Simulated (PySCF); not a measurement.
A side-by-side comparison of computed properties.

First species: C₅H₁₂Si.
SMILES: `C[C@H]1C[Si@@H](C)C1`

Second species: C5H12Si.
Numbering: `[CH3:1][CH2:2][CH:3]1[CH2:4][SiH2:5][CH2:6]1` (hydrogens: H7, H8, H9 on C1; H10, H11 on C2; H12 on C3; H13, H14 on C4; H15, H16 on Si5; H17, H18 on C6)

Levels: PBE0/pcSseg-1 for dipole moment, HOMO energy, LUMO energy and HOMO–LUMO gap; GFN2-xTB for rotational constant A and rotational constant C. Geometries: GFN2-xTB. All species are isolated and taken at one optimised geometry, non-relativistic unless stated; the electronic structure was computed with PySCF and density fitting.

The conformers computed, where there is a choice (atom-mapped SMILES and torsion angles):
- `[CH3:1][CH2:2][CH:3]1[CH2:4][SiH2:5][CH2:6]1`: C1–C2–C3–C4 177°

| property | column X | column Y |
| --- | --- | --- |
| dipole moment | 0.45 D | 0.27 D |
| HOMO energy | -7.65 eV | -7.83 eV |
| LUMO energy | 1.14 eV | 0.52 eV |
| HOMO–LUMO gap | 8.79 eV | 8.35 eV |
| rotational constant A | 5.638 GHz | 6.909 GHz |
| rotational constant C | 1.629 GHz | 1.400 GHz |

**Question.** Which column belongs to which species?

**Answer.** Column X is the first species and column Y the second. The first has 18 atoms and 56 electrons, the second 18 and 56.

**Question.** How does each property change from the first species to the second?

**Answer.** dipole moment -0.18 D; HOMO energy -0.18 eV; LUMO energy -0.62 eV; HOMO–LUMO gap -0.44 eV; rotational constant A +1.271 GHz; rotational constant C -0.229 GHz.

On the first: The dipole matches unit charges of opposite sign 0.09 Å apart (1 e·Å = 4.8032 D).

On the second: In atomic units the dipole is 0.11 e·bohr (1 au = 2.5417 D).
